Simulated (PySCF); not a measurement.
A structure optimised at PBE-D3(BJ)/def2-SVP, used in a PySCF frequency run:

```
O
Si 1 1.6579
H 2 1.4957 1 108.42
H 2 1.5007 3 111.74 1 -123.63
Ge 1 1.8132 2 130.68 3 158.14
H 5 1.5456 1 104.32 2 160.09
H 5 1.5476 6 111.98 1 -116.72
H 5 1.5516 6 111.76 7 -126.03
Cl 2 2.0918 3 108.46 4 -117.08
```

Task: Write its SMILES and formula.

Result: Cl[SiH2][O][GeH3], ClGeH₅OSi

Task: What are its rotational constants (standard atomic weights)?

Result: 5.3456, 1.2062, 1.0175 GHz
